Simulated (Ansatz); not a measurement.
Ansatz (a quantum-chemistry and plane-wave program) input (B3LYP/LANL2DZ): The .json file is the Basis Set Exchange's LANL2DZ.

Ansatz 0.2 input:
```yaml
crystal:
  periodic: [false, false, false]
  atoms:
    - {symbol: I, position_ang: [-0.00000000, -0.00000000, -1.06470292]}
    - {symbol: Br, position_ang: [0.00000000, 0.00000000, 1.61226442]}
basis:
  gaussian:
    orbitals: LANL2DZ.json
hamiltonian:
  xc: {name: B3LYP}
phonons: {temperatures: {t_min: 298.15, t_max: 298.15, t_step: 100}}
```

Output:

```
Functional definition: B3LYP
integrals: 0.01 GiB planned
277 factors; integrals over basis functions are off by at most 2.9e-5 eV
mean field: 0.05 GiB planned
mean field evaluation 1: about -667.6949 eV, gradient 4.2e0 eV
mean field evaluation 2: about -667.6016 eV, gradient 6.0e0 eV
mean field evaluation 4: about -667.7944 eV, gradient 2.7e-2 eV
mean field evaluation 8: about -667.7940 eV, gradient 1.6e-5 eV
mean field -667.79402184 eV, -24.5409776555 hartree, gradient 3.0e-5 eV, S^2 0.000000; 0 other end points of the search recorded, 0 dependent functions left out
the calculation of the forces begins
reference -667.79419953 eV, -24.5409841855 hartree; 7, 7 occupied and 9, 9 virtual orbitals, 277 factors
these checks for a lower state are left out or cut short: stability, starts, cluster_reference, orbital_swaps, neighbouring_geometries, increment
integrals: 0.01 GiB planned
277 factors; integrals over basis functions are off by at most 2.9e-5 eV
mean field: 0.05 GiB planned
mean field evaluation 16: about -667.7940 eV, gradient 2.7e-6 eV
mean field -667.79402184 eV, -24.5409776555 hartree, gradient 2.5e-6 eV, S^2 0.000000; 0 other end points of the search recorded, 0 dependent functions left out
the calculation of the forces begins
reference -667.79419953 eV, -24.5409841855 hartree; 7, 7 occupied and 9, 9 virtual orbitals, 277 factors
these checks for a lower state are left out or cut short: stability, starts, cluster_reference, orbital_swaps, neighbouring_geometries, increment
integrals: 0.01 GiB planned
277 factors; integrals over basis functions are off by at most 2.9e-5 eV
mean field: 0.05 GiB planned
mean field -667.79402184 eV, -24.5409776555 hartree, gradient 2.5e-6 eV, S^2 0.000000; 0 other end points of the search recorded, 0 dependent functions left out
the calculation of the forces begins
reference -667.79419953 eV, -24.5409841855 hartree; 7, 7 occupied and 9, 9 virtual orbitals, 277 factors
these checks for a lower state are left out or cut short: stability, starts, cluster_reference, orbital_swaps, neighbouring_geometries, increment
integrals: 0.01 GiB planned
277 factors; integrals over basis functions are off by at most 2.9e-5 eV
mean field: 0.05 GiB planned
mean field -667.79402184 eV, -24.5409776555 hartree, gradient 2.5e-6 eV, S^2 0.000000; 0 other end points of the search recorded, 0 dependent functions left out
the calculation of the forces begins
reference -667.79419953 eV, -24.5409841855 hartree; 7, 7 occupied and 9, 9 virtual orbitals, 277 factors
these checks for a lower state are left out or cut short: stability, starts, cluster_reference, orbital_swaps, neighbouring_geometries, increment
integrals: 0.01 GiB planned
277 factors; integrals over basis functions are off by at most 2.9e-5 eV
mean field: 0.05 GiB planned
mean field evaluation 32: about -667.7944 eV, gradient 4.1e-2 eV
mean field -667.79402184 eV, -24.5409776555 hartree, gradient 2.5e-6 eV, S^2 0.000000; 0 other end points of the search recorded, 0 dependent functions left out
the calculation of the forces begins
reference -667.79419953 eV, -24.5409841855 hartree; 7, 7 occupied and 9, 9 virtual orbitals, 277 factors
these checks for a lower state are left out or cut short: stability, starts, cluster_reference, orbital_swaps, neighbouring_geometries, increment
integrals: 0.01 GiB planned
277 factors; integrals over basis functions are off by at most 2.9e-5 eV
mean field: 0.05 GiB planned
mean field -667.79399281 eV, -24.5409765889 hartree, gradient 3.9e-7 eV, S^2 0.000000; 0 other end points of the search recorded, 0 dependent functions left out
the calculation of the forces begins
reference -667.79417048 eV, -24.5409831179 hartree; 7, 7 occupied and 9, 9 virtual orbitals, 277 factors
these checks for a lower state are left out or cut short: stability, starts, cluster_reference, orbital_swaps, neighbouring_geometries, increment
integrals: 0.01 GiB planned
277 factors; integrals over basis functions are off by at most 2.9e-5 eV
mean field: 0.05 GiB planned
mean field -667.79399385 eV, -24.5409766268 hartree, gradient 3.8e-7 eV, S^2 0.000000; 0 other end points of the search recorded, 0 dependent functions left out
the calculation of the forces begins
reference -667.79417156 eV, -24.5409831577 hartree; 7, 7 occupied and 9, 9 virtual orbitals, 277 factors
these checks for a lower state are left out or cut short: stability, starts, cluster_reference, orbital_swaps, neighbouring_geometries, increment
integrals: 0.01 GiB planned
277 factors; integrals over basis functions are off by at most 2.9e-5 eV
mean field: 0.05 GiB planned
mean field -667.79402184 eV, -24.5409776555 hartree, gradient 2.5e-6 eV, S^2 0.000000; 0 other end points of the search recorded, 0 dependent functions left out
the calculation of the forces begins
reference -667.79419953 eV, -24.5409841855 hartree; 7, 7 occupied and 9, 9 virtual orbitals, 277 factors
these checks for a lower state are left out or cut short: stability, starts, cluster_reference, orbital_swaps, neighbouring_geometries, increment
integrals: 0.01 GiB planned
277 factors; integrals over basis functions are off by at most 2.9e-5 eV
mean field: 0.05 GiB planned
mean field evaluation 64: about -667.7940 eV, gradient 2.7e-6 eV
mean field -667.79402184 eV, -24.5409776555 hartree, gradient 2.5e-6 eV, S^2 0.000000; 0 other end points of the search recorded, 0 dependent functions left out
the calculation of the forces begins
reference -667.79419953 eV, -24.5409841855 hartree; 7, 7 occupied and 9, 9 virtual orbitals, 277 factors
these checks for a lower state are left out or cut short: stability, starts, cluster_reference, orbital_swaps, neighbouring_geometries, increment
integrals: 0.01 GiB planned
277 factors; integrals over basis functions are off by at most 2.9e-5 eV
mean field: 0.05 GiB planned
mean field -667.79402184 eV, -24.5409776555 hartree, gradient 2.5e-6 eV, S^2 0.000000; 0 other end points of the search recorded, 0 dependent functions left out
the calculation of the forces begins
reference -667.79419953 eV, -24.5409841855 hartree; 7, 7 occupied and 9, 9 virtual orbitals, 277 factors
these checks for a lower state are left out or cut short: stability, starts, cluster_reference, orbital_swaps, neighbouring_geometries, increment
integrals: 0.01 GiB planned
277 factors; integrals over basis functions are off by at most 2.9e-5 eV
mean field: 0.05 GiB planned
mean field -667.79402184 eV, -24.5409776555 hartree, gradient 2.5e-6 eV, S^2 0.000000; 0 other end points of the search recorded, 0 dependent functions left out
the calculation of the forces begins
reference -667.79419953 eV, -24.5409841855 hartree; 7, 7 occupied and 9, 9 virtual orbitals, 277 factors
these checks for a lower state are left out or cut short: stability, starts, cluster_reference, orbital_swaps, neighbouring_geometries, increment
integrals: 0.01 GiB planned
277 factors; integrals over basis functions are off by at most 2.9e-5 eV
mean field: 0.05 GiB planned
mean field -667.79399385 eV, -24.5409766268 hartree, gradient 3.8e-7 eV, S^2 0.000000; 0 other end points of the search recorded, 0 dependent functions left out
the calculation of the forces begins
reference -667.79417156 eV, -24.5409831577 hartree; 7, 7 occupied and 9, 9 virtual orbitals, 277 factors
these checks for a lower state are left out or cut short: stability, starts, cluster_reference, orbital_swaps, neighbouring_geometries, increment
integrals: 0.01 GiB planned
277 factors; integrals over basis functions are off by at most 2.9e-5 eV
mean field: 0.05 GiB planned
mean field -667.79399281 eV, -24.5409765889 hartree, gradient 3.9e-7 eV, S^2 0.000000; 0 other end points of the search recorded, 0 dependent functions left out
the calculation of the forces begins
reference -667.79417048 eV, -24.5409831179 hartree; 7, 7 occupied and 9, 9 virtual orbitals, 277 factors
Total energy: -667.79419953 eV, -24.5409841855 hartree
Atom 0 at    -0.000000    -0.000000    -1.064703 Å, force    -0.000000     0.000000    -0.000172 eV/Å
Atom 1 at     0.000000     0.000000     1.612264 Å, force     0.000000    -0.000000     0.000172 eV/Å
Dipole moment:     0.000000    -0.000000    -0.217778 e Å
Vibrations: 224.93 cm⁻¹, zero-point energy 0.013944 eV
```

The blocks after the first are displaced geometries, from whose forces the wavenumbers follow.
